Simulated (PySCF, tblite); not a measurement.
Isomers of C7H12O, one GFN2-xTB conformer each. Single-point energies are computed at PBE0/pcSseg-1 (PySCF, gas phase, no added dispersion term), electronic only.

Task: Rank them by PBE0/pcSseg-1 energy, lowest first (kJ/mol).
A. `[CH2:1]=[C:2]([CH3:3])[CH2:4][C:5](=[CH2:6])[O:7][CH3:8]` with C1–C2–C4–C5 -106°, C2–C4–C5–C6 87°, C4–C5–O7–C8 177°
B. `[CH3:1][O:2][C@:3]1([CH3:4])[CH:5]=[C:6]([CH3:7])[CH2:8]1` with C1–O2–C3–C4 70°

Result: A (0.0), B (19.1).

As drawn, the higher has a four-membered ring, which the lower lacks. GFN2-xTB itself gives, in the same order: 7.8, 0.0. GFN2-xTB puts CO[C@]1(C)C=C(C)C1 lowest instead.

Task: Which frontier levels, dipoles and rotational constants go with these structures?

Result: 
```
            SMILES  HOMO (eV, PBE0/pcSseg-1)  LUMO (eV)  dipole (D)     A, B, C (MHz)
    C=C(C)CC(=C)OC                     -6.48       0.36        1.19  3496, 1328, 1099
CO[C@]1(C)C=C(C)C1                     -6.97       0.50        1.23  3914, 1350, 1233
```

Task: What happens when harmonic zero-point energies from GFN2-xTB frequencies are added?

Result: 
```
            SMILES  ZPE (kJ/mol)  electronic (kJ/mol)  with ZPE (kJ/mol)
    C=C(C)CC(=C)OC         447.6                  0.0                0.0
CO[C@]1(C)C=C(C)C1         449.3                 19.1               20.9
```

The zero-point energies span 1.7 kJ/mol. The order is unchanged.
